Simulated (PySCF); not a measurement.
**Dipole response of Ga (gallium, neutral)**

[Ar] 3d10 4s1 4p2, high-spin 4P determinant (an excited configuration). All numbers are calculated (PySCF 2.14, the spin-free X2C one-electron Hamiltonian (Gaussian nucleus), in aug-cc-pVQZ-DK). Coupled (time-dependent) response in atomic units; α is the mean over directions.

```csv
method,mean α (bohr³),"α xx, yy, zz",C₆ (like pair),S(−4)
BHandHLYP,53.65,"41.78, 59.59, 59.59",466.5,1483
```

S(−4) is the Cauchy moment in α(ω) = α(0) + S(−4) ω² + …

Spin-orbit coupling is absent.

α(iu) at BHandHLYP:

```tsv
u (hartree)	α(iu) (bohr³)
0	53.65
0.0500	50.26
0.100	42.72
0.200	28.14
0.300	18.83
0.500	9.816
0.750	5.461
1.00	3.555
1.50	1.939
2.00	1.260
3.00	0.6741
5.00	0.2891
```

A single London oscillator, α(iu) = α/(1 + u²/ω²), gives C₆ = (3/4) ω α². Matching the computed C₆ needs ω = 4 × 466.5 / (3 × 53.65²) = 0.216 hartree.

The components differ because the open shell of this determinant is not spherical; for a pure term their mean is the scalar polarisability.
